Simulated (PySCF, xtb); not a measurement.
CClF2, SMILES F[C](F)Cl (connectivity only; charge and spin as stated), charge +1, multiplicity 1.

Harmonic wavenumbers (cm⁻¹) from xtb with GFN2-xTB at its own minimum, in rising order: 362, 456, 549, 733, 1267, 1371.

What does ωB97X-D3(BJ)/def2-TZVP run with PySCF give at its own minimum? (An estimate is asked for; the answer gives what the named calculation found.)

426, 527, 699, 843, 1453, 1561. Paired by order, the mean absolute difference is 128 cm⁻¹ and the zero-point energies are 6.8 and 7.9 kcal/mol.
